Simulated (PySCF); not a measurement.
Compound: C8H7F2O (charge +1).
Geometry (GFN2-xTB, Å), atoms numbered from 1 in this order:
```
atom  x, y, z in Å
C1     2.8863   -0.6777    0.9652
C2     1.7486   -0.2483    0.3425
C3     1.8192    0.5026   -0.8827
C4     0.6646    0.9242   -1.4873
C5    -0.5853    0.6308   -0.9317
C6    -0.6927   -0.1073    0.2659
O7    -1.8511   -0.4458    0.8634
C8    -3.0864   -0.1030    0.3456
F9    -3.2068   -0.5401   -0.9220
F10   -3.9827   -0.7339    1.0835
C11    0.4619   -0.5400    0.8952
H12    2.8467   -1.2451    1.8844
H13    3.8666   -0.4645    0.5624
H14    2.7854    0.7213   -1.3116
H15    0.7037    1.4875   -2.4078
H16   -1.4716    0.9691   -1.4501
H17   -3.2921    0.9847    0.3637
H18    0.3769   -1.1080    1.8097
```

NICS is the negative of the GIAO shielding at a point without a nucleus: at the ring centre (0) and 1 Å above and below it (1); zz is the component along the ring normal. Level: GIAO PBE0/pcSseg-1 (PySCF, non-relativistic, gas phase) on the GFN2-xTB geometry, one conformer.

Ring bond lengths (Å), with Mayer bond orders in brackets: C2–C3 1.439 (1.14), C3–C4 1.370 (1.53), C4–C5 1.399 (1.37), C5–C6 1.411 (1.28), C6–C11 1.384 (1.47), C11–C2 1.430 (1.15).

**Question.** Give the NICS values of each ring in ppm.

**Answer.** 
| ring | type | NICS(0) | NICS(1), two faces | NICS(1)zz, two faces | rms pucker (Å) | centre to ring atoms, mean (Å) |
| --- | --- | --- | --- | --- | --- | --- |
| C2–C3–C4–C5–C6–C11 | 6-membered carbocycle; formal bonds all aromatic | -3.2 | -7.3 / -7.2 | -14.9 / -14.9 | 0.00 | 1.41 |

**Question.** What can be read from them?

**Answer.** 
- C2–C3–C4–C5–C6–C11: mean NICS(1)zz -14.9 ppm, shielded.

**Question.** What does the geometric index give? HOMA takes Krygowski's 1993 parameters.

**Answer.** 
- C2–C3–C4–C5–C6–C11: HOMA 0.77 = 1 − EN − GEO, with mean bond length 1.406 Å, EN = α(Ropt − mean)² = 0.079 and GEO = α × variance = 0.151.

**Question.** What is the mean of the two in-plane components of NICS at the second NICS(1) probe listed for ring C2–C3–C4–C5–C6–C11, 1 Å off the ring?

**Answer.** The isotropic value is a third of the trace: (3 × -7.2 − (-14.9))/2 = -3.4 ppm.

**Question.** Give the inner angles of the rings and the Hirshfeld charges of the ring atoms.

**Answer.** 
- C2–C3–C4–C5–C6–C11: C2 118.7° (+0.029 e), C3 119.7° (+0.035 e), C4 120.9° (+0.002 e), C5 121.0° (+0.042 e), C6 119.1° (+0.108 e), C11 120.7° (+0.018 e); sum 720.0° against 720° for a flat convex ring.

**Question.** How shielded are the nuclei of the rings and their hydrogens (means over atoms taken as equivalent)?

**Answer.** 
```
atoms                     environment  σ isotropic (ppm)
   C2     substituted aromatic carbon               37.9
   C3              aromatic CH carbon               28.4
   C4              aromatic CH carbon               44.5
   C5              aromatic CH carbon               25.7
   C6  aromatic carbon bearing oxygen               23.7
  C11              aromatic CH carbon               35.4
  H14               aromatic hydrogen              23.05
  H15               aromatic hydrogen              23.11
  H16               aromatic hydrogen              22.64
  H18               aromatic hydrogen              23.13
```
